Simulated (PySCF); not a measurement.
CdGeH4, SMILES [GeH3][CdH].

Coordinates come from a PBE0-D3(BJ)/def2-TZVP optimisation. The def2 effective core potentials stand for the cores of Cd; spin–orbit coupling is left out.

Level of theory: r2SCAN/def2-TZVPD in PySCF.

The molecule is in vacuum.

```json
{
 "total_energy": "-2247.20321 hartree",
 "point_group": "C3v",
 "highest_occupied_level": "-6.41 eV",
 "lowest_empty_level": "-1.43 eV",
 "orbital_gap": "4.98 eV",
 "dipole_moment": "0.41 D",
 "quadrupole, principal values (traceless, Buckingham form, about the centre of nuclear charge)": "-8.74, 4.37, 4.37 D·Å",
 "mean_static_polarisability": "73.1 bohr³ (10.83 Å³)",
 "polarisability_principal_values": "59.4, 59.4, 100.4 bohr³"
}
```
